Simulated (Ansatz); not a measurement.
Problem. Name a neutral molecule of F, O, Sc and H with HOMO–LUMO gap (ωB97M-V/def2-TZVPP) between 11.10 and 11.40 eV and HOMO energy (B3LYP/def2-TZVPP) between -9.15 and -8.85 eV (Ansatz, PBE0-D4/def2-TZVP geometry).

Solution. `[OH][Sc]([F])[F]` (11.20 eV, -9.07 eV). Other molecules can fit too; these were computed, each in one conformer that needn't be the lowest.

B3LYP here is the variant with VWN-RPA as its local correlation; programs differ in this.
